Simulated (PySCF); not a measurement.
# SMILES CB(C)c1c(F)c1=O, C$_{5}$H$_{6}$BFO

Molfile (atoms numbered from 1):
```
C5H6BFO
     RDKit          3D

 14 14  0  0  0  0  0  0  0  0999 V2000
   -1.1096    1.3767   -0.5112 C   0  0  0  0  0  0  0  0  0  0  0  0
   -0.4664    0.0501    0.0155 B   0  0  0  0  0  0  0  0  0  0  0  0
   -1.3113   -1.2238    0.3543 C   0  0  0  0  0  0  0  0  0  0  0  0
    1.0713   -0.0272    0.1553 C   0  0  0  0  0  0  0  0  0  0  0  0
    2.2634    0.1209    0.7471 C   0  0  0  0  0  0  0  0  0  0  0  0
    2.7821    0.5573    1.8650 F   0  0  0  0  0  0  0  0  0  0  0  0
    2.3352   -0.4382   -0.5283 C   0  0  0  0  0  0  0  0  0  0  0  0
    2.8403   -0.9094   -1.5031 O   0  0  0  0  0  0  0  0  0  0  0  0
   -0.4511    1.9929   -1.1396 H   0  0  0  0  0  0  0  0  0  0  0  0
   -2.0749    1.2199   -1.0154 H   0  0  0  0  0  0  0  0  0  0  0  0
   -1.3257    1.9749    0.3970 H   0  0  0  0  0  0  0  0  0  0  0  0
   -1.2968   -1.8379   -0.5686 H   0  0  0  0  0  0  0  0  0  0  0  0
   -0.8906   -1.8564    1.1492 H   0  0  0  0  0  0  0  0  0  0  0  0
   -2.3674   -1.0018    0.5664 H   0  0  0  0  0  0  0  0  0  0  0  0
  1  2  1  0
  2  3  1  0
  2  4  1  0
  4  5  2  0
  5  6  1  0
  5  7  1  0
  7  8  2  0
  7  4  1  0
  1  9  1  0
  1 10  1  0
  1 11  1  0
  3 12  1  0
  3 13  1  0
  3 14  1  0
M  END
```

The calculation used PySCF 2.14.0, quadratic response CAM-B3LYP/aug-cc-pVDZ first hyperpolarisability, Taylor convention, gas phase. Geometry: PBE0-D3(BJ)/def2-SVP.

Question: Give the tensor of the static β(0;0,0) in the axes of these coordinates.

Answer: In au, Taylor convention; rows are the first index (the induced dipole):
|  | xx | yy | zz | xy | xz | yz |
| --- | --- | --- | --- | --- | --- | --- |
| x | +285.6 | -6.8 | +5.4 | -40.6 | -29.9 | +8.2 |
| y | -40.6 | -9.2 | +0.1 | -6.8 | +8.2 | -8.4 |
| z | -29.9 | -8.4 | -17.7 | +8.2 | +5.4 | +0.1 |

Norm of βᵢ = ⅓ Σⱼ (βᵢⱼⱼ + βⱼᵢⱼ + βⱼⱼᵢ): 293.9 au, hyper-Rayleigh value 123.2 au.
